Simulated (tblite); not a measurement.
Compound: C4H11NOSi2.
Cartesian coordinates in Å at the GFN2-xTB level; atoms count from 1:
```xyz
19
C4H11NOSi2 angstrom
N      0.8926    2.6642   -0.4582
C      0.1626    1.7142   -0.8188
C      0.1578    0.3014   -0.2818
O      1.1871    0.1238    0.6512
Si     2.6831   -0.4534    0.4364
C     -1.1787    0.0387    0.3786
C     -2.3401   -0.3976   -0.5232
Si    -1.7664   -1.7320    0.6772
H      1.5674    2.4108    0.2658
H     -0.5885    1.9118   -1.5779
H      0.2858   -0.3923   -1.1262
H      2.6294   -1.8523   -0.0042
H      3.4335    0.3002   -0.5740
H      3.1872   -0.2789    1.7880
H     -1.4180    0.8075    1.1061
H     -3.2726    0.1272   -0.3697
H     -2.1075   -0.4830   -1.5765
H     -2.5716   -1.9916    1.8545
H     -0.9529   -2.8094    0.1451
```

Method: GFN2-xTB as coded in tblite; computed harmonic values from a numerical Hessian at the method's own geometry, unscaled. The method is semi-empirical: single wavenumbers can be off by several per cent or more. Modes of hydrogen on silicon can be 10 to 20 % off. One conformer, not necessarily the lowest.

Harmonic wavenumbers (cm⁻¹): 33.5, 47.9, 89.0, 105.3, 134.1, 157.4, 222.5, 289.7, 328.7, 380.8, 432.2, 474.7, 535.8, 587.7, 617.6, 650.2, 680.4, 723.1, 724.7, 742.2, 745.2, 777.1, 803.6, 846.1, 854.2, 920.1, 948.9, 1004.4, 1050.6, 1083.4, 1102.7, 1124.0, 1143.3, 1177.9, 1205.9, 1289.4, 1333.9, 1337.4, 1439.8, 1741.8, 2205.2, 2240.5, 2351.9, 2369.4, 2384.2, 2851.2, 3009.7, 3017.0, 3054.3, 3068.9, 3292.0.

A = 1936, B = 952.9, C = 680.0 MHz; mass 145.038 u (most abundant isotopes); point group C1, symmetry number 1.

Q: What is the zero-point energy?

A: ½Σν̃ = 29866 cm⁻¹ = 85.39 kcal/mol.

Q: Entropy at 400 K, 1 bar (ideal gas, RRHO, classical rotation)?

A: Translation 42.31, rotation 30.80, vibration 47.05: S = 120.2 cal/(mol K).

Q: And Cp and H(400 K) − H(0)?

A: Cp = 53.81 cal/(mol K), of which vibrations give 45.87 (their classical limit is 51 R = 101.3); H(400 K) − H(0) = 12.65 kcal/mol without the zero-point energy, 9.47 from vibrations.

Q: Which modes carry the vibrational entropy at 400 K?

A: 33.5 cm⁻¹: 6.19; 47.9 cm⁻¹: 5.48; 89.0 cm⁻¹: 4.26; 105.3 cm⁻¹: 3.93; 134.1 cm⁻¹: 3.46; 157.4 cm⁻¹: 3.14 cal/(mol K); the other 45 give 20.58 together.

Q: How do the functions run with temperature in this model?

A: 
| T (K) | S (cal/(mol K)) | Cp (cal/(mol K)) | H − H(0) (kcal/mol) | G − H(0) (kcal/mol) | ln q(vib) |
| --- | --- | --- | --- | --- | --- |
| 50 | 61.6 | 14.9 | 0.55 | -2.52 | 0.93 |
| 100 | 73.7 | 20.5 | 1.45 | -5.93 | 2.57 |
| 298.15 | 105.9 | 43.2 | 7.69 | -23.89 | 8.71 |
| 373.15 | 116.5 | 51.2 | 11.24 | -32.24 | 10.96 |
| 500 | 133.1 | 62.1 | 18.47 | -48.09 | 14.71 |
| 750 | 161.3 | 76.6 | 35.96 | -85.00 | 21.72 |
| 1000 | 184.6 | 85.7 | 56.32 | -128.32 | 28.12 |

q(vib) and H(0) count from the zero-point level.

Q: Blend soft modes into free rotors: weight 1/[1 + (100 cm⁻¹/ν̃)⁴] for the oscillator and the rest for a rotor with moment μB/(μ + B), μ = h/(8π²ν), B = 10⁻⁴⁴ kg m². What vibrational entropy results?

A: 42.40 cal/(mol K) in place of 47.05, which changes −T·S at 400 K by +1.86 kcal/mol.

Hindered rotation and anharmonicity are outside this model. Other conformers, if any are populated, would add a mixing term that is left out. The structure is chiral; the term R ln 2 for an equal mix with its mirror image is left out.
